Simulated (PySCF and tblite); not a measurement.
Values are calculated unless marked as measured or tabulated.
C8H12O2, numbered as in [CH3:1][O:2][c:3]1[cH:4][o:5][cH:6][c:7]1[CH:8]([CH3:9])[CH3:10].

Conformers came from 90 starts (ETKDG and KDG, MMFF94s, GFN2-xTB); geometries are GFN2-xTB. Weights use CAM-B3LYP-D3(BJ)/6-31G* energies plus GFN2-xTB zero-point and thermal terms (modes under about 100 cm⁻¹ blended into free rotors). Symmetry numbers and mirror images are counted. Conformers within 2.5 kcal/mol (GFN2-xTB free energy) were kept, 5 at most. Run with PySCF (density fitting) and tblite.

Rotational constants are equilibrium values for the commonest isotopes; dipoles come from the energy level named.

Torsions listed: C1–O2–C3–C4, C3–C7–C8–C9.

```json
{"conformer": "1", "shape": "0°, 61°", "symmetry": "Cs", "weight %": "77.2"}
{"conformer": "2", "shape": "0°, -119°", "symmetry": "Cs", "weight %": "22.8"}
```

Sets of constants, in random order:

```
set  A (MHz)  B (MHz)  C (MHz)  abs μa (D)  abs μb (D)  abs μc (D)
  P     1875     1022      774        0.87        0.65        0.00
  Q     1632     1252      839        0.64        0.94        0.00
```

Match each set to its conformer.

P is conformer 2, Q is conformer 1.


Conformer gaps in 6-31G* on xTB geometries can be 2 kcal/mol off for S=O, P=O and other polar bonds.